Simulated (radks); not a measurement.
Values are calculated unless marked as measured or tabulated.
Ru2+, 42 electrons, occupied as [Kr] 4d6.

Code: a radial shooting solver on a logarithmic mesh with Libxc functionals. Model: Dirac Kohn-Sham, PBEsol, spin-unpolarised, spherical densities, point nucleus; open shells are shared between the two j in proportion to 2j + 1.

Energy parts (eV):
| part | energy |
|---|---|
| total | -123220.875 |
| kinetic | 128219.297 |
| electron-nucleus | -297324.225 |
| Hartree | 49441.588 |
| exchange-correlation | -3557.535 |

Orbitals (lengths in bohr, moments of r in powers of bohr; r(max) is where P^2 peaks):
orbital  occ.  eigenvalue (eV)   r(max)  small-component weight
1s1/2       2        -21933.40  0.02172                2.58e-02
2s1/2       2        -3170.481   0.1231                5.34e-03
2p1/2       2        -2931.589  0.09549                5.35e-03
2p3/2       4        -2800.786  0.09949                5.16e-03
3s1/2       2        -574.8174   0.3620                1.46e-03
3p1/2       2        -482.1562   0.3487                1.40e-03
3p3/2       4        -459.9563   0.3582                1.35e-03
3d3/2       4        -295.8088   0.2993                1.24e-03
3d5/2       6        -291.4817   0.3021                1.22e-03
4s1/2       2         -96.3798   0.9135                3.50e-04
4p1/2       2         -68.6888   0.9644                2.99e-04
4p3/2       4         -65.2542   0.9892                2.86e-04
4d3/2     2.4         -24.3511    1.187                1.66e-04
4d5/2     3.6         -23.9769    1.198                1.63e-04

The highest occupied level is 4d5/2 at -23.977 eV. Summed over all electrons, <r^2> = 31.07 bohr^2, which gives a Langevin (diamagnetic) susceptibility term of -24.6 x 10^-6 cm^3/mol. For comparison, the ionisation energy in NIST's Atomic Spectra Database is 28.470 eV (semi-empirical). In exact Kohn-Sham theory the highest level is minus the ionisation energy, but local and semilocal functionals leave it too shallow, through self-interaction and a potential that decays too fast; potentials with the right tail come closer. The density falls to 0.001 e/bohr^3 at r = 3.48 bohr.

Beside tabulated values, note that spin-unpolarised runs miss the spin-polarisation part of the exchange energy of open shells.
